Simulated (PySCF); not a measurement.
C4H7NSi, SMILES C#CC(=C)[SiH2]N. Atoms are numbered in the order given.

```xyz
13

C     -1.2201     2.2895     0.6346
C     -1.0849     1.1053     0.3925
C     -0.8238    -0.2607     0.0708
C     -1.7113    -1.2472     0.3180
Si     0.8670    -0.6277    -0.7173
N      2.2425    -0.1201     0.2048
H     -1.3663     3.3298     0.8545
H     -2.6883    -1.0505     0.7718
H     -1.4793    -2.2867     0.0670
H      0.9349     0.0906    -2.0202
H      0.9181    -2.1067    -0.8998
H      2.4737     0.8692     0.2243
H      2.4128    -0.5374     1.1158
```

Geometry optimised at B3LYP-D3(BJ)/def2-SVP. This is a generated structure with no PubChem entry under its InChIKey; it may be hypothetical. Other conformers were not sampled.

Method: HF/pcSseg-1 (PySCF).

GIAO shieldings, no solvent; atoms listed in one row are averaged. δ = σ(ref) − σ: ¹³C against TMS (σ = 192.6 ppm); ²⁹Si against TMS (σ = 393.8 ppm); ¹⁵N against NH3 (σ = 267.3 ppm); ¹H against TMS (σ = 31.99 ppm), references at their B3LYP-D3(BJ)/def2-TZVP geometries, non-relativistic.

Computed chemical shifts:
```json
[
 {"nucleus": "¹³C", "atoms": "C4", "count": "1", "δ (ppm)": "152.6"},
 {"nucleus": "¹³C", "atoms": "C3", "count": "1", "δ (ppm)": "141.7"},
 {"nucleus": "¹³C", "atoms": "C1", "count": "1", "δ (ppm)": "98.1"},
 {"nucleus": "¹³C", "atoms": "C2", "count": "1", "δ (ppm)": "78.0"},
 {"nucleus": "²⁹Si", "atoms": "Si5", "count": "1", "δ (ppm)": "-28.9"},
 {"nucleus": "¹⁵N", "atoms": "N6", "count": "1", "δ (ppm)": "7.2"},
 {"nucleus": "¹H", "atoms": "H8", "count": "1", "δ (ppm)": "6.71"},
 {"nucleus": "¹H", "atoms": "H9", "count": "1", "δ (ppm)": "6.57"},
 {"nucleus": "¹H", "atoms": "H10", "count": "1", "δ (ppm)": "4.58"},
 {"nucleus": "¹H", "atoms": "H11", "count": "1", "δ (ppm)": "4.45"},
 {"nucleus": "¹H", "atoms": "H7", "count": "1", "δ (ppm)": "4.25"},
 {"nucleus": "¹H", "atoms": "H12", "count": "1", "δ (ppm)": "1.33"},
 {"nucleus": "¹H", "atoms": "H13", "count": "1", "δ (ppm)": "0.74"}
]
```
